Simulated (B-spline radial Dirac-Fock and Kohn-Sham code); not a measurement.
**Radiative decay of the 2p1/2 hole in Gd⁺**

System: the Gd⁺ ion in the configuration [Xe] 4f7 5d1 6s1, inside a Watson sphere of charge -1 and radius 1.8 Å (a model of the Madelung potential; inside it an electron's potential energy is raised by 8.0 eV).

Model: a relativistic independent-particle model: LDA orbitals of the hole state, radiative multipoles to third order, Auger rates from the Coulomb interaction with a continuum orbital, Dirac-Fock energies. Program: an atomic code on a B-spline grid.

```
 line  multipole  energy (eV)  width (meV)  share (%)
L2-M1         E1       6044.4         14.4       2.14
L2-M3         E2       6382.0        0.342     0.0508
L2-M4         E1       6713.3          556       82.6
L2-N1         E1       7542.1         3.50      0.519
L2-N4         E1       7778.7         97.3       14.5
L2-O1         E1            –        0.627     0.0932
L2-O4         E1       7937.6        0.735      0.109
```

The listed lines hold 100.0 % of the radiative rate. A dash stands for an energy that rests on an unreliable hole state. The radiative width is 0.673 eV in the length form and 0.686 eV in the velocity form; the two differ because the transition energies are not eigenvalue differences of the potential that gave the orbitals.

Values without a named source are computed, but for edge energies of neutral atoms, which are taken from tables.
